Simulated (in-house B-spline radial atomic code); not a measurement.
LC-wPBE excitations of Sc IV (Sc3+)

Method: LC-wPBE. Computed with an all-electron radial atomic-structure program (B-spline basis): linear response of the closed shell [Ne] 3s2 3p6 with the functional's adiabatic kernel; scalar-relativistic (spin-free one-electron X2C), finite nucleus, no spin-orbit coupling, no double excitations, S, P, D and F terms only. Only terms of natural parity with L up to 3 were computed.

Command:
```bash
python run_td.py task.json out
```
Settings (radii: box in bohr, nucleus in fm):
```
Z                        21
electrons                18
configuration            [Ne] 3s2 3p6
hamiltonian              x2c
method                   lc_wpbe
box_radius               23.08
rms_radius               3.5459
intervals                73
```

Cost of the run: 1.5 s on 1 thread of Arm Neoverse N1, with other jobs on the host.

The lowest states, in the order of their Tamm-Dancoff energies; the method's threshold (minus the highest occupied level) is 70.04 eV. Labels give the largest channel, * marks a mixed state, and oscillator strengths are full-response dipole values. Semilocal kernels can invert the small singlet-triplet splittings of Rydberg terms. Energies in eV:

```json
{"state": "3p → 3d 3P", "full response": "29.861", "Tamm-Dancoff": "29.970", "oscillator strength": "-"}
{"state": "3p → 3d 3F", "full response": "30.18", "Tamm-Dancoff": "30.33", "oscillator strength": "-"}
{"state": "3p → 3d 1F", "full response": "33.08", "Tamm-Dancoff": "33.09", "oscillator strength": "-"}
{"state": "3p → 4s 3P", "full response": "?", "Tamm-Dancoff": "?", "oscillator strength": "-"}
{"state": "3p → 4s 1P", "full response": "40.22", "Tamm-Dancoff": "40.25", "oscillator strength": "1.03"}
{"state": "3p → 3d 1P", "full response": "42.05", "Tamm-Dancoff": "43.66", "oscillator strength": "3.52"}
{"state": "3p → 4p 3S", "full response": "44.44", "Tamm-Dancoff": "44.46", "oscillator strength": "-"}
{"state": "3p → 4p 3D", "full response": "44.91", "Tamm-Dancoff": "44.92", "oscillator strength": "-"}
{"state": "3p → 4p 1D", "full response": "45.23", "Tamm-Dancoff": "45.24", "oscillator strength": "-"}
{"state": "3p → 4p 1S", "full response": "?", "Tamm-Dancoff": "?", "oscillator strength": "-"}
```

Where does 3p → 4p 1S lie?

At 47.23 eV in full response, 47.42 eV in Tamm-Dancoff.

Where does 3p → 4s 3P lie?

At 39.74 eV in full response, 39.75 eV in Tamm-Dancoff.

How large is the singlet-triplet splitting of 3p → 3d (F terms) in Tamm-Dancoff?

2.76 eV, from the unrounded values.

What polarisabilities and dispersion coefficient does the method give?

Dipole 2.148 bohr³, quadrupole 3.601 bohr⁵, C6 5.686 hartree·bohr⁶ for two such species.
